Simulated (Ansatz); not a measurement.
Z-matrix (Å, degrees):
```
Sn
H 1 1.7085
H 1 1.7085 2 109.47
H 1 1.7085 2 109.47 3 -120.00
H 1 1.7085 2 109.47 3 120.00
```
Charge 0, spin multiplicity 1.

These are frozen-core CCSD(T)/def2-TZVPP // B3LYP-D3(BJ)/def2-TZVP (Ansatz, a first-principles code) values and carry that method's errors.

* **HF energy**: -215.64433 Ha
* **MP2 correlation energy**: -0.35057 Ha

Question: Estimate the CCSD correlation energy, the (T) correction, the total energy and the T1 diagnostic.

Answer: 
| Property | Value |
|---|---|
| CCSD correlation energy | -0.36816 Ha |
| (T) correction | -0.00848 Ha |
| CCSD(T) total energy | -216.02097 Ha |
| T1 diagnostic | 0.013 |
